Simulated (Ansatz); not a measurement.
`N[Si](O)([SiH3])O[SiH3]` + `[AlH3]` → `N[Si](O)([AlH2])[SiH3]` + `O[SiH3]`  (formal exchange of groups at the Si–O bond)

Gas-phase electronic energies from Ansatz, PBE0-D4/def2-TZVP geometries. CCSD(T)/CBS adds triple-zeta CCSD(T) − MP2 to the extrapolated MP2 energy (def2 sets, frozen cores). This one scheme is used for every species. Functionals use def2-TZVPP. B3LYP here is the variant with VWN-RPA as its local correlation; programs differ in this. One conformer a species, not always the lowest.

```csv
level,ΔE (kJ/mol),difference from CCSD(T)/CBS
PBE-D4,118.8,-28.6
r2SCAN-D4,144.2,-3.2
PBE0-D4,130.6,-16.8
B3LYP-D4,148.6,1.2
ωB97X-V,146.6,-0.8
ωB97M-V,152.1,4.7
B2PLYP,148.5,1.1
PBE,114.4,-33.0
r2SCAN,142.6,-4.8
PBE0,126.7,-20.7
B3LYP,142.0,-5.4
HF/def2-TZVPP,173.0,25.6
MP2/def2-TZVPP,153.9,6.5
SCS-MP2/def2-TZVPP,156.4,9.0
CCSD/def2-TZVPP,151.8,4.4
CCSD(T)/def2-TZVPP,148.1,0.7
HF/def2-QZVPP,175.7,28.3
MP2/def2-QZVPP,154.4,7.0
SCS-MP2/def2-QZVPP,156.9,9.5
HF/CBS(def2),176.1,28.7
MP2/CBS(def2),153.1,5.7
CCSD/CBS(def2),151.0,3.6
CCSD(T)/CBS,147.4,0
```

Largest T1 diagnostic among the species: 0.013.

In def2-TZVPP, CCSD(T) changes the Hartree–Fock value by −24.9 kJ/mol (the triples alone add −3.7 kJ/mol) and MP2 by −19.2 kJ/mol. The D4 term adds +6.6 kJ/mol with B3LYP and +3.9 kJ/mol with PBE0; it sums over pairs of atoms, weighted by their polarisabilities, and B3LYP, whose exchange is more repulsive, gets the larger term.
